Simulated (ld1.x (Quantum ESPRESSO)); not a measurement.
## zinc: from the effect back to the setting (RRKJ)

Base potential:

| Property | Result |
| --- | --- |
| Element | Zn (Z = 30) |
| Generator | ld1.x (Quantum ESPRESSO) 7.5 |
| Type | norm-conserving RRKJ (Kleinman–Bylander form) |
| Functional | LDA (PZ) |
| Relativity | fully relativistic |
| Frozen core | [Ar] |
| Valence charge | 12 |
| Reference configuration | 3d10 4s1.75 4p0.25 |
| Partial waves | 4s (bound): rc 1.95 bohr; 3d (bound): rc 1.25 bohr; 4p (bound): rc 2.85 bohr |
| Local potential | the p channel |
| Core correction | Bessel-smoothed model core, default radius (core density twice the valence density) |
| rho0 | 0.001 |

Open shells are filled in proportion to 2j + 1 (rel_dist='average').

Cutoffs, loose and tight: the cutoffs (Ry, on a coarse ladder) from which the occupation-weighted sum of valence levels, in a spherical-Bessel basis at the reference potential, stays within 10 and 1 mRy of its value at 400 Ry. They do not see the model core or the augmentation charge, which bear on the density cutoff. Test errors are all-electron minus pseudo excitation energies from the reference, over the configurations 3d10 4s2 4p0; 3d10 4s1 4p0; 3d10 4s0 4p0; 3d10 4s0 4p2; 3d9 4s0 4p0; 3d8 4s0 4p0; 3d10 4s1 4p1; variants that change the core or the reference have their own tests. The largest error is taken over the tests solved by every variant that gives reliable tests at all, those not shown here included: 3d10 4s0 4p0; 3d10 4s0 4p2; 3d10 4s1 4p0; 3d10 4s1 4p1; 3d8 4s0 4p0; 3d9 4s0 4p0.

Only the scale of all radii but the core radius (base = 1) is moved (1 further runs of the sweep failed or gave no value and are left out):

```csv
scale of all radii but the core radius (base = 1),"cutoff, loose","cutoff, tight",bound ghosts,largest test error (meV)
0.91,140 Ry,230 Ry,s,-2250
0.98,140 Ry,200 Ry,s,-2110
1.1,120 Ry,180 Ry,s,-1796
1.38,80 Ry,120 Ry,s,"no test is counted, since the test run did not reproduce the reference configuration"
```

One more run gave cutoff, loose: 100 Ry; cutoff, tight: 140 Ry; bound ghosts: s; largest test error (meV): no test is counted, since the test run did not reproduce the reference configuration. Which value of the scale of all radii but the core radius (base = 1) was used?

1.21. The tight cutoff moves one way along this sweep, from 230 Ry at 0.91 to 120 Ry at 1.38, which places the run between 1.1 and 1.38.
